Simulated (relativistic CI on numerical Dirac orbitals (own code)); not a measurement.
**Radial parameters of P+**

Calculated at this level of theory: Dirac-Coulomb-Breit CI, orbitals from a KLI potential per configuration, model QED (radiative potential, 1s self-energy scaled to tabulated hydrogen-like ionisation energies), valence Slater integrals scaled by 0.85, P86 correlation energy added to each configuration (own radial code, finite nucleus).

Slater integrals F^k, G^k are unscaled and averaged over j, outside the closed core [Ne]; ζ comes from projecting the Hamiltonian with its Breit term on Σ l·s of the shell.

- 3s²3p²: F^2(3p,3p) = 46560, ζ(3p) = 312.02 cm⁻¹; <r>(3p) = 2.157, <r^2>(3p) = 5.453 (bohr units).
- 3s3p³: F^2(3p,3p) = 46966, G^1(3s,3p) = 65622, ζ(3p) = 314.32 cm⁻¹; <r>(3s) = 1.823, <r^2>(3s) = 3.834, <r>(3p) = 2.139, <r^2>(3p) = 5.362 (bohr units).
- 3s²3p4s: ζ(3p) = 365.81, G^1(3p,4s) = 4595.2 cm⁻¹; <r>(3p) = 2.037, <r^2>(3p) = 4.854, <r>(4s) = 4.885, <r^2>(4s) = 26.86 (bohr units).

In this model ζ of a weakly bound d, f or g electron outside closed shells comes out too small, for d by up to a factor of two or three and at times with the wrong sign; that of an outer p electron is too small as well.

Correlation outside the listed configurations is missing or only estimated: errors of thousands of cm⁻¹ between configurations and terms are usual at this charge. Rates and lifetimes follow the computed energies and can be off by large factors. The fine structure of a lone outer electron comes out too small, for d and f at times inverted, and misplaced configurations move strength between like terms. 32 of the 35 excited levels that our extract of the measured tables holds in this range could be paired (the sources list more); they are missed by 6440 cm⁻¹ on average and 8820 at most, and levels without a partner can miss by more.

Averages of the first 10 configurations, taken without configuration mixing, which lowers the lowest level and can move excited configurations by several eV; other configurations of the list can lie among them:

| Configuration | Parity | States | Average energy above the lowest level (eV) |
| --- | --- | --- | --- |
| 3s²3p² | even | 15 | 1.5 |
| 3s3p³ | odd | 40 | 11.0 |
| 3s²3p4s | odd | 12 | 11.9 |
| 3s²3p4p | even | 36 | 14.1 |
| 3s²3p5s | odd | 12 | 16.4 |
| 3s²3p4d | odd | 60 | 16.7 |
| 3s²3p3d | odd | 60 | 13.0 |
| 3p⁴ | even | 15 | 23.0 |
| 3s²3d² | even | 45 | 25.8 |
| 3s3p²3d | even | 300 | 21.9 |
